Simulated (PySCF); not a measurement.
Ge(Me)(SH)3 (CH₆GeS₃), SMILES [Ge]([SH])([CH3])([SH])[SH].

Geometry optimised at B3LYP-D3(BJ)/def2-SVP. Other conformers were not sampled.

The numbers are results of B3LYP-D3(BJ)/def2-SVP (PySCF), not measurements.

Frequencies are harmonic and unscaled.

| mode | ν (cm⁻¹) | IR (km/mol) | moving atoms (share of kinetic energy) |
|---|---|---|---|
| 1 | 83 | 3.1 | H 82 %, S 15 % |
| 2 | 110 | 0.0 | H 75 %, S 20 % |
| 3 | 113 | 1.0 | S 66 %, H 22 %, C 9 % |
| 4 | 122 | 6.9 | S 47 %, H 45 % |
| 5 | 145 | 12.0 | S 53 %, Ge 31 %, H 9 % |
| 6 | 158 | 1.3 | C 31 %, S 28 %, H 23 %, Ge 19 % |
| 7 | 164 | 1.5 | C 37 %, H 29 %, S 21 %, Ge 13 % |
| 8 | 211 | 36.7 | H 84 %, S 15 % |
| 9 | 237 | 14.9 | H 88 %, S 12 % |
| 10 | 356 | 8.0 | S 87 %, Ge 8 % |
| 11 | 395 | 46.0 | S 60 %, Ge 37 % |
| 12 | 402 | 51.5 | S 60 %, Ge 37 % |
| 13 | 601 | 22.9 | C 63 %, H 19 %, Ge 17 % |
| 14 | 695 | 0.8 | H 95 % |
| 15 | 729 | 2.7 | H 92 % |
| 16 | 745 | 0.9 | H 92 % |
| 17 | 815 | 34.3 | H 81 %, C 16 % |
| 18 | 829 | 40.3 | H 81 %, C 17 % |
| 19 | 1253 | 3.3 | H 81 %, C 19 % |
| 20 | 1430 | 3.8 | H 96 % |
| 21 | 1430 | 3.1 | H 96 % |
| 22 | 2668 | 0.7 | H 97 % |
| 23 | 2676 | 0.6 | H 97 % |
| 24 | 2677 | 0.8 | H 97 % |
| 25 | 3047 | 1.5 | H 98 % |
| 26 | 3153 | 0.6 | H 90 %, C 10 % |
| 27 | 3160 | 0.4 | H 90 %, C 10 % |
